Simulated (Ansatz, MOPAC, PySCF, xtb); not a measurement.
Pair of molecules: SiH4 (SMILES [SiH4]) (first 5 atoms) with C3H4 (SMILES C=C=C); geometry from B3LYP-D3(BJ)/def2-TZVP, rigid monomers moved along the line of their centres of mass till Si1···C6 is 5.01 Å.
(charge 0, multiplicity 1):
```csv
atom,x (Å),y (Å),z (Å)
Si,-0.1806,-0.0308,0.1096
H,-0.6413,-1.4251,0.2873
H,-1.0414,0.8864,0.8881
H,-0.2671,0.3286,-1.3262
H,1.2230,0.0972,0.5575
C,0.2203,-1.2403,4.9568
C,0.2549,0.0404,5.1793
C,0.2875,1.3225,5.3886
H,1.1034,-1.7789,4.6330
H,-0.6921,-1.8104,5.0874
H,0.5289,1.7292,6.3637
H,0.0731,2.0247,4.5911
```

| level | interaction energy (kJ/mol) | cost |
|---|---|---|
| GFN-FF | -1.8 | - |
| PM7 | -1.4 | - |
| GFN2-xTB | -1.9 | - |
| HF/3-21G (no counterpoise) | -1.5 | - |
| PBE/def2-TZVPPD | -0.9 | ×1 |
| PBE-D3(BJ)/def2-TZVPPD | -2.4 | ×1 |
| PBE-D4/def2-TZVPPD | -2.4 | ×1 |
| r2SCAN/def2-TZVPPD | -0.9 | ×2 |
| r2SCAN-D3(BJ)/def2-TZVPPD | -2.1 | ×2 |
| B3LYP-D3(BJ)/def2-TZVPPD | -1.9 | ×1 |
| wB97M-V/def2-TZVPPD | -1.9 | ×3 |
| MP2/aug-cc-pV(D+d)Z | -1.9 | - |
| CCSD/aug-cc-pV(D+d)Z | -1.6 | - |
| CCSD(T)/aug-cc-pV(D+d)Z | -1.8 | ×10 |

The rows run from -2.4 (PBE-D3(BJ)/def2-TZVPPD) to -0.9 kJ/mol (PBE/def2-TZVPPD). In aug-cc-pV(D+d)Z the value moves MP2 -1.9, CCSD -1.6, CCSD(T) -1.8, a shift of 0.1 from MP2 to CCSD(T). The dispersion term adds -1.5 in PBE-D3(BJ), -1.5 in PBE-D4, -1.1 in r2SCAN-D3(BJ). The 3 functionals in def2-TZVPPD without D3 or D4 span 1.0, from wB97M-V to PBE.

Interaction energies are E(AB) − E(A) − E(B) at the monomers' geometry in the complex; basis-set methods are counterpoise corrected. Rows marked so take none.

Cores are frozen in the correlated methods. Rows in 3-21G carry no dispersion term and start afresh at each structure. The state reached by PM7 isn't checked; PM7 holds dispersion and hydrogen-bond terms.

The values were computed with Ansatz (a first-principles code); MOPAC for PM7 (differences of heats of formation); PySCF for 3-21G rows, the dispersion terms; xtb for the GFN methods. Each number belongs to the level named beside it.

Costs are rough ratios of core time to PBE/def2-TZVPPD (about 7 s over the structures, on one shared machine); a dash marks a level with no comparable run of its own.
